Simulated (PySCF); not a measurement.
Cl2Mg, charge -1, doublet, at a GFN2-xTB geometry (such geometries of metal compounds can be far from the true shape) (a state made from the parent by changing its charge; the spin is typed, not shown lowest); HF/6-31G** (PySCF).

Input for PySCF:
```python
from pyscf import gto, scf

mol = gto.Mole()
mol.atom = '''
    Mg    0.00000000    0.00000000    0.00000000
    Cl    0.00000000    0.00000000    2.32022441
    Cl   -0.00000000   -0.00000000   -2.32022441
'''
mol.basis = '6-31g**'
mol.charge = -1
mol.spin = 1
mol.verbose = 4
mol.symmetry = True
mol.build()

mf = scf.UHF(mol)
mf.kernel()
mf.analyze()
```

It wrote (shortened):

```
PySCF version 2.14.0

[INPUT] verbose = 4
[INPUT] num. atoms = 3
[INPUT] num. electrons = 47
[INPUT] charge = -1
[INPUT] spin (= nelec alpha-beta = 2S) = 1
[INPUT] symmetry True subgroup None
[INPUT] Mole.unit = angstrom
[INPUT] Symbol           X                Y                Z      unit          X                Y                Z       unit  Magmom
[INPUT]  1 Mg     0.000000000000   0.000000000000   0.000000000000 AA    0.000000000000   0.000000000000   0.000000000000 Bohr   0.0
[INPUT]  2 Cl     0.000000000000   0.000000000000   2.320224410000 AA    0.000000000000   0.000000000000   4.384588682431 Bohr   0.0
[INPUT]  3 Cl     0.000000000000   0.000000000000  -2.320224410000 AA    0.000000000000   0.000000000000  -4.384588682431 Bohr   0.0

nuclear repulsion = 126.009539324388
point group symmetry = Dooh
symmetry origin: [0. 0. 0.]
symmetry axis x: [1. 0. 0.]
symmetry axis y: [0. 1. 0.]
symmetry axis z: [0. 0. 1.]
num. orbitals of irrep A1g = 13
num. orbitals of irrep E1gx = 5
num. orbitals of irrep E1gy = 5
num. orbitals of irrep A1u = 11
num. orbitals of irrep E1uy = 7
num. orbitals of irrep E1ux = 7
num. orbitals of irrep E2gx = 2
num. orbitals of irrep E2gy = 2
num. orbitals of irrep E2uy = 1
num. orbitals of irrep E2ux = 1
number of shells = 24
number of NR pGTOs = 153
number of NR cGTOs = 54
basis = 6-31g**
ecp = {}

******** <class 'pyscf.scf.uhf_symm.SymAdaptedUHF'> ********
method = SymAdaptedUHF
initial guess = minao
damping factor = 0
level_shift factor = 0
DIIS = <class 'pyscf.scf.diis.CDIIS'>
diis_start_cycle = 1
diis_space = 8
diis_damp = 0
SCF conv_tol = 1e-09
SCF conv_tol_grad = None
SCF max_cycles = 50
direct_scf = True
direct_scf_tol = 1e-13
number electrons alpha = 24  beta = 23
Freeze 0 electrons in irreps []
    47 free electrons in irreps A1g E1gx E1gy A1u E1uy E1ux E2gx E2gy E2uy E2ux
Set gradient conv threshold to 3.16228e-05
init E= -1118.54535838361

cycle= 1 E= -1118.67353145303  delta_E= -0.128  |g|= 0.243  |ddm|= 1.29
cycle= 2 E= -1118.71594403093  delta_E= -0.0424  |g|= 0.0903  |ddm|= 0.578
cycle= 3 E= -1118.72158139579  delta_E= -0.00564  |g|= 0.0144  |ddm|= 0.157
cycle= 4 E= -1118.72215662535  delta_E= -0.000575  |g|= 0.0045  |ddm|= 0.107
cycle= 5 E= -1118.72222021634  delta_E= -6.36e-05  |g|= 0.00178  |ddm|= 0.0434
cycle= 6 E= -1118.72222816866  delta_E= -7.95e-06  |g|= 0.000566  |ddm|= 0.0144
cycle= 7 E= -1118.72222876894  delta_E= -6e-07  |g|= 0.000161  |ddm|= 0.00319
cycle= 8 E= -1118.72222882042  delta_E= -5.15e-08  |g|= 3.6e-05  |ddm|= 0.000953
cycle= 9 E= -1118.72222882348  delta_E= -3.06e-09  |g|= 8.95e-06  |ddm|= 0.000304
cycle= 10 E= -1118.72222882369  delta_E= -2.1e-10  |g|= 2.29e-06  |ddm|= 0.000109
Extra cycle  E= -1118.7222288237  delta_E= -7.96e-12  |g|= 1.16e-06  |ddm|= 1.36e-05
converged SCF energy = -1118.7222288237  <S^2> = 0.7541256  2S+1 = 2.0041214
**** SCF Summaries ****
Total Energy =                       -1118.722228823700789
Nuclear Repulsion Energy =             126.009539324388044
One-electron Energy =                -1811.779025197919282
Two-electron Energy =                  567.047257049830478
Two-electron Coulomb Energy =          638.510150093071275
DFT Exchange-Correlation Energy =      -71.462893043240797
TODO: total wave-function symmetry for Dooh
alpha occupancy for each irrep:    A1g E1gx E1gy  A1u E1uy E1ux E2gx E2gy E2uy E2ux
                                     8    2    2    6    3    3    0    0    0    0
beta  occupancy for each irrep:    A1g E1gx E1gy  A1u E1uy E1ux E2gx E2gy E2uy E2ux
                                     7    2    2    6    3    3    0    0    0    0
**** MO energy ****
alpha MO #1 (A1u #1), energy= -104.589952473587 occ= 1
alpha MO #2 (A1g #1), energy= -104.589931238415 occ= 1
alpha MO #3 (A1g #2), energy= -48.8795490480018 occ= 1
alpha MO #4 (A1u #2), energy= -10.3286500320098 occ= 1
alpha MO #5 (A1g #3), energy= -10.3286354011843 occ= 1
alpha MO #6 (A1g #4), energy= -7.79695259694516 occ= 1
alpha MO #7 (A1u #3), energy= -7.79693922404975 occ= 1
alpha MO #8 (E1uy #1), energy= -7.7943621648848 occ= 1
alpha MO #9 (E1ux #1), energy= -7.7943621648848 occ= 1
alpha MO #10 (E1gx #1), energy= -7.79435536998032 occ= 1
alpha MO #11 (E1gy #1), energy= -7.79435536998032 occ= 1
alpha MO #12 (A1g #5), energy= -3.62507927550368 occ= 1
alpha MO #13 (E1uy #2), energy= -2.14184578447603 occ= 1
alpha MO #14 (E1ux #2), energy= -2.14184578447603 occ= 1
alpha MO #15 (A1u #4), energy= -2.14151489312743 occ= 1
alpha MO #16 (A1g #6), energy= -0.855364358306384 occ= 1
alpha MO #17 (A1u #5), energy= -0.853021818877983 occ= 1
alpha MO #18 (A1g #7), energy= -0.313820467692278 occ= 1
alpha MO #19 (A1u #6), energy= -0.290931929603145 occ= 1
alpha MO #20 (E1uy #3), energy= -0.257943942710638 occ= 1
alpha MO #21 (E1ux #3), energy= -0.257943942710638 occ= 1
alpha MO #22 (E1gx #2), energy= -0.253154844324032 occ= 1
alpha MO #23 (E1gy #2), energy= -0.253154844324032 occ= 1
alpha MO #24 (A1g #8), energy= -0.0166598411949475 occ= 1
alpha MO #25 (E1uy #4), energy= 0.19327354703996 occ= 0
alpha MO #26 (E1ux #4), energy= 0.19327354703996 occ= 0
alpha MO #27 (A1u #7), energy= 0.273310568923375 occ= 0
alpha MO #28 (A1g #9), energy= 0.35595610041813 occ= 0
alpha MO #29 (E1uy #5), energy= 0.413153177471676 occ= 0
alpha MO #30 (E1ux #5), energy= 0.413153177471676 occ= 0
alpha MO #31 (E2gx #1), energy= 0.563179838238653 occ= 0
alpha MO #32 (E2gy #1), energy= 0.563179838238653 occ= 0
alpha MO #33 (A1u #8), energy= 0.585067877166568 occ= 0
alpha MO #34 (E1gx #3), energy= 0.611809011904425 occ= 0
alpha MO #35 (E1gy #3), energy= 0.611809011904425 occ= 0
alpha MO #36 (A1g #10), energy= 0.649003948072664 occ= 0
alpha MO #37 (A1u #9), energy= 0.833580308743977 occ= 0
alpha MO #38 (E1gx #4), energy= 0.840815832516546 occ= 0
alpha MO #39 (E1gy #4), energy= 0.840815832516546 occ= 0
alpha MO #40 (A1g #11), energy= 0.860321733445991 occ= 0
alpha MO #41 (E1uy #6), energy= 0.896839735470574 occ= 0
alpha MO #42 (E1ux #6), energy= 0.896839735470574 occ= 0
alpha MO #43 (A1g #12), energy= 1.03984173816951 occ= 0
alpha MO #44 (A1u #10), energy= 1.05113034227712 occ= 0
alpha MO #45 (E2uy #1), energy= 1.36852371999719 occ= 0
alpha MO #46 (E2ux #1), energy= 1.36852371999719 occ= 0
alpha MO #47 (E2gx #2), energy= 1.37471264060112 occ= 0
alpha MO #48 (E2gy #2), energy= 1.37471264060112 occ= 0
alpha MO #49 (E1uy #7), energy= 1.3778977474553 occ= 0
alpha MO #50 (E1ux #7), energy= 1.3778977474553 occ= 0
alpha MO #51 (E1gx #5), energy= 1.47934608851966 occ= 0
alpha MO #52 (E1gy #5), energy= 1.47934608851966 occ= 0
alpha MO #53 (A1u #11), energy= 1.60941015867267 occ= 0
alpha MO #54 (A1g #13), energy= 1.70574438089039 occ= 0
beta  MO #1 (A1u #1), energy= -104.588973906657 occ= 1
beta  MO #2 (A1g #1), energy= -104.588952664776 occ= 1
beta  MO #3 (A1g #2), energy= -48.8767958870505 occ= 1
beta  MO #4 (A1u #2), energy= -10.3272318402049 occ= 1
beta  MO #5 (A1g #3), energy= -10.3272162129282 occ= 1
beta  MO #6 (E1uy #1), energy= -7.79424644454445 occ= 1
beta  MO #7 (E1ux #1), energy= -7.79424644454445 occ= 1
beta  MO #8 (E1gx #1), energy= -7.79423997464971 occ= 1
beta  MO #9 (E1gy #1), energy= -7.79423997464971 occ= 1
beta  MO #10 (A1g #4), energy= -7.79348081679801 occ= 1
beta  MO #11 (A1u #3), energy= -7.79346780130258 occ= 1
beta  MO #12 (A1g #5), energy= -3.61824048072091 occ= 1
beta  MO #13 (A1u #4), energy= -2.13946522045967 occ= 1
beta  MO #14 (E1uy #2), energy= -2.13917364782085 occ= 1
beta  MO #15 (E1ux #2), energy= -2.13917364782085 occ= 1
beta  MO #16 (A1g #6), energy= -0.847189752053037 occ= 1
beta  MO #17 (A1u #5), energy= -0.844932241644173 occ= 1
beta  MO #18 (A1g #7), energy= -0.295953342703475 occ= 1
beta  MO #19 (A1u #6), energy= -0.275949917672719 occ= 1
beta  MO #20 (E1uy #3), energy= -0.256378721365007 occ= 1
beta  MO #21 (E1ux #3), energy= -0.256378721365007 occ= 1
beta  MO #22 (E1gx #2), energy= -0.254129562668382 occ= 1
beta  MO #23 (E1gy #2), energy= -0.254129562668382 occ= 1
beta  MO #24 (A1g #8), energy= 0.206464852520739 occ= 0
beta  MO #25 (E1uy #4), energy= 0.23427848748649 occ= 0
beta  MO #26 (E1ux #4), energy= 0.23427848748649 occ= 0
beta  MO #27 (A1u #7), energy= 0.288857924595507 occ= 0
beta  MO #28 (A1g #9), energy= 0.397093643874587 occ= 0
beta  MO #29 (E1uy #5), energy= 0.44440480857692 occ= 0
beta  MO #30 (E1ux #5), energy= 0.44440480857692 occ= 0
beta  MO #31 (E2gx #1), energy= 0.595727460443172 occ= 0
beta  MO #32 (E2gy #1), energy= 0.595727460443172 occ= 0
beta  MO #33 (A1u #8), energy= 0.601579727065223 occ= 0
beta  MO #34 (E1gx #3), energy= 0.623110177513814 occ= 0
beta  MO #35 (E1gy #3), energy= 0.623110177513814 occ= 0
beta  MO #36 (A1g #10), energy= 0.657365609028158 occ= 0
beta  MO #37 (A1u #9), energy= 0.844246183626636 occ= 0
beta  MO #38 (E1gx #4), energy= 0.845308955501066 occ= 0
beta  MO #39 (E1gy #4), energy= 0.845308955501066 occ= 0
beta  MO #40 (A1g #11), energy= 0.863304038792157 occ= 0
beta  MO #41 (E1uy #6), energy= 0.900137053920988 occ= 0
beta  MO #42 (E1ux #6), energy= 0.900137053920988 occ= 0
beta  MO #43 (A1g #12), energy= 1.05524423206298 occ= 0
beta  MO #44 (A1u #10), energy= 1.0586550497644 occ= 0
beta  MO #45 (E2uy #1), energy= 1.36795009908115 occ= 0
beta  MO #46 (E2ux #1), energy= 1.36795009908115 occ= 0
beta  MO #47 (E2gx #2), energy= 1.37434800824748 occ= 0
beta  MO #48 (E2gy #2), energy= 1.37434800824748 occ= 0
beta  MO #49 (E1uy #7), energy= 1.38401588510832 occ= 0
beta  MO #50 (E1ux #7), energy= 1.38401588510832 occ= 0
beta  MO #51 (E1gx #5), energy= 1.48561291811008 occ= 0
beta  MO #52 (E1gy #5), energy= 1.48561291811008 occ= 0
beta  MO #53 (A1u #11), energy= 1.61611364726752 occ= 0
beta  MO #54 (A1g #13), energy= 1.71340377077134 occ= 0
 ** Mulliken pop alpha/beta on meta-lowdin orthogonal AOs **
 ** Mulliken pop       alpha | beta **
In total            24.00000 | 23.00000
 ** Mulliken atomic charges   ( Nelec_alpha | Nelec_beta ) **
charge of  0Mg =      0.74312  (     6.05927      5.19761 )
charge of  1Cl =     -0.87156  (     8.97037      8.90119 )
charge of  2Cl =     -0.87156  (     8.97037      8.90119 )

WARN: System has nonzero charge -1; the dipole moment is origin-dependent.
Location of origin: [0. 0. 0.]

Dipole moment(X, Y, Z, Debye):  0.00000,  0.00000, -0.00000
```
